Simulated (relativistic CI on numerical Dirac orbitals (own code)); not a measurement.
**Energy levels of Bi81+**

Calculated at this level of theory: Dirac-Coulomb-Breit CI, orbitals from a KLI potential per configuration, model QED (radiative potential, 1s self-energy scaled to tabulated hydrogen-like ionisation energies), unscaled Slater integrals (own radial code, finite nucleus).

CI space: 1s2, 1s 2s, 1s 2p, 1s 3s, 1s 3p, 1s 3d, 1s 4s, 1s 4p, 1s 4d, 1s 4f, 1s 5s, 1s 5p, 1s 5d, 1s 5f, 1s 5g, 1s 6s, 1s 6p, 1s 6d, 2s2. Levels of other configurations are missing.

| No. | Configuration | Term | J | E (Ry) | % | Next component (%) | Lifetime (s) |
| --- | --- | --- | --- | --- | --- | --- | --- |
| 1 | 1s2 | 1S | 0 | 0.00 | 100 |  |  |
| 2 | 1s 2s | 3S | 1 | 5585.60 | 100 |  | 2.66e-14 |
| 3 | 1s 2p | 3P° | 1 | 5595.41 | 67 | 33 1P° | 5.08e-17 |
| 4 | 1s 2s | 1S | 0 | 5600.11 | 100 |  |  |
| 5 | 1s 2p | 3P° | 0 | 5600.45 | 100 |  |  |
| 6 | 1s 2p | 3P° | 2 | 5791.91 | 100 |  | 8.70e-15 |
| 7 | 1s 2p | 1P° | 1 | 5796.12 | 67 | 33 3P° | 2.88e-17 |
| 8 | 1s 3s | 3S | 1 | 6682.47 | 100 |  | 1.67e-15 |
| 9 | 1s 3p | 3P° | 1 | 6685.03 | 67 | 33 1P° | 1.67e-16 |
| 10 | 1s 3s | 1S | 0 | 6686.33 | 100 |  | 1.76e-15 |
| 11 | 1s 3p | 3P° | 0 | 6686.34 | 100 |  | 7.44e-16 |
| 12 | 1s 3p | 3P° | 2 | 6743.60 | 100 |  | 1.15e-15 |
| 13 | 1s 3d | 3D | 2 | 6744.29 | 60 | 40 1D | 2.89e-16 |
| 14 | 1s 3d | 3D | 1 | 6744.74 | 100 |  | 3.00e-16 |
| 15 | 1s 3p | 1P° | 1 | 6744.89 | 67 | 33 3P° | 9.30e-17 |
| 16 | 1s 3d | 3D | 3 | 6760.21 | 100 |  | 3.44e-16 |
| 17 | 1s 3d | 1D | 2 | 6760.51 | 60 | 40 3D | 3.27e-16 |
| 18 | 1s 4s | 3S | 1 | 7056.56 | 100 |  | 2.56e-15 |
| 19 | 1s 4p | 3P° | 1 | 7057.58 | 67 | 33 1P° | 3.93e-16 |
| 20 | 1s 4p | 3P° | 0 | 7058.10 | 100 |  | 1.30e-15 |
| 21 | 1s 4s | 1S | 0 | 7058.11 | 100 |  | 2.64e-15 |
| 22 | 1s 4p | 3P° | 2 | 7082.05 | 100 |  | 1.87e-15 |
| 23 | 1s 4d | 3D | 2 | 7082.35 | 60 | 40 1D | 6.53e-16 |
| 24 | 1s 4d | 3D | 1 | 7082.54 | 100 |  | 6.86e-16 |
| 25 | 1s 4p | 1P° | 1 | 7082.60 | 67 | 33 3P° | 2.17e-16 |
| 26 | 1s 4d | 3D | 3 | 7089.11 | 100 |  | 7.94e-16 |
| 27 | 1s 4f | 3F° | 3 | 7089.13 | 57 | 43 1F° | 1.49e-15 |
| 28 | 1s 4f | 3F° | 2 | 7089.21 | 100 |  | 1.50e-15 |
| 29 | 1s 4d | 1D | 2 | 7089.24 | 60 | 40 3D | 7.43e-16 |
| 30 | 1s 4f | 3F° | 4 | 7092.37 | 100 |  | 1.56e-15 |
| 31 | 1s 4f | 1F° | 3 | 7092.43 | 57 | 43 3F° | 1.56e-15 |
| 32 | 1s 5s | 3S | 1 | 7225.89 | 100 |  | 4.16e-15 |
| 33 | 1s 5p | 3P° | 1 | 7226.40 | 67 | 33 1P° | 7.62e-16 |
| 34 | 1s 5p | 3P° | 0 | 7226.65 | 100 |  | 2.23e-15 |
| 35 | 1s 5s | 1S | 0 | 7226.67 | 100 |  | 4.22e-15 |
| 36 | 1s 5p | 3P° | 2 | 7238.80 | 100 |  | 3.13e-15 |
| 37 | 1s 5d | 3D | 2 | 7238.96 | 60 | 40 1D | 1.24e-15 |
| 38 | 1s 5d | 3D | 1 | 7239.05 | 100 |  | 1.31e-15 |
| 39 | 1s 5p | 1P° | 1 | 7239.08 | 67 | 33 3P° | 4.19e-16 |
| 40 | 1s 5d | 3D | 3 | 7242.42 | 100 |  | 1.52e-15 |
| 41 | 1s 5f | 3F° | 3 | 7242.43 | 57 | 43 1F° | 2.85e-15 |
| 42 | 1s 5f | 3F° | 2 | 7242.47 | 100 |  | 2.85e-15 |
| 43 | 1s 5d | 1D | 2 | 7242.49 | 60 | 40 3D | 1.42e-15 |
| 44 | 1s 5g | 3G | 4 | 7244.10 | 55 | 45 1G | 5.01e-15 |
| 45 | 1s 5f | 3F° | 4 | 7244.10 | 100 |  | 2.99e-15 |

Energies count from the lowest computed level; ° marks odd parity; lifetimes are radiative, by E1, M1, E2, M2 decay to levels of this space only; some are left blank where a channel outside the calculation adds to the decay or the decay crosses a small, uncertain gap.

The mean weight of the leading LS term, summed over parents, in these 45 levels is 85 %, and that of the leading jj configuration (from the same eigenvectors) 100 %, so jj coupling describes them better and the LS labels are nominal.

At this charge energies of transitions that change n are usually good to better than 1 %, and those within a shell (Δn = 0) to a few per cent.

LS names give the leading component of a level, which can be under half, so a name can repeat, a term be missing and a line seem to break the LS rules.
